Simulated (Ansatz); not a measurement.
Energy needed to pull apart GaNH₃ (SMILES [NH2][GaH]), doublet, into free ground-state atoms, from the structure below (displaced at random from a GFN2-xTB minimum); no zero-point or spin–orbit terms; open-shell atoms are treated unrestricted, in their ground-state multiplicity.

N1  (-0.154, -0.880, -0.100)
Ga2  (0.855, 0.779, 0.342)
H3  (-0.861, -0.584, -0.661)
H4  (-0.094, -1.633, 0.561)
H5  (0.386, 2.210, -0.463)
(Å)

Program: Ansatz 0.2.0. Basis: def2-TZVPP. Cores are frozen in the correlated methods; orbitals are unrestricted. Filled d shells of the heavier atoms are correlated. The def2 sets are not built for correlating such inner shells, so the correlated values are less sure here.

```
    method  atomization energy (kcal/mol)
    PBE-D4                          301.7
 r2SCAN-D4                          296.3
    B97M-V                          295.9
   PBE0-D4                              ?
r2SCAN0-D4                          289.2
   wB97M-V                          295.2
        HF                          189.8
       MP2                              ?
      CCSD                          281.8
   CCSD(T)                          287.1
```

(1) What does MP2 give? (To be estimated.)

(2) What does PBE0-D4 give? (Judge from chemistry; the value comes from the calculation.)

No T1 diagnostic of these runs exceeds 0.018. ⟨S²⟩ of the unrestricted Hartree–Fock references: 0.76 (a pure state has 0.75).

Answers

(1) Computed: 288.3 kcal/mol, which is about 1.2 kcal/mol more than CCSD(T)/def2-TZVPP.

(2) By the calculation: 293.0 kcal/mol, which is about 5.9 kcal/mol more than CCSD(T)/def2-TZVPP.

In triple zeta the MP2 and coupled-cluster atomization energies are still short of their basis limit by a few kcal/mol a bond, whereas those of the functionals are nearly converged, so these differences are not deviations from converged CCSD(T).

For scale, one of the runs: CCSD(T)/def2-TZVPP forces, 121 basis functions (an equivalent command: `ansatz run in.yaml --threads 4`). Hardware: 4 CPU threads, shared host. Wall time 70 s; peak host memory 2 GiB.
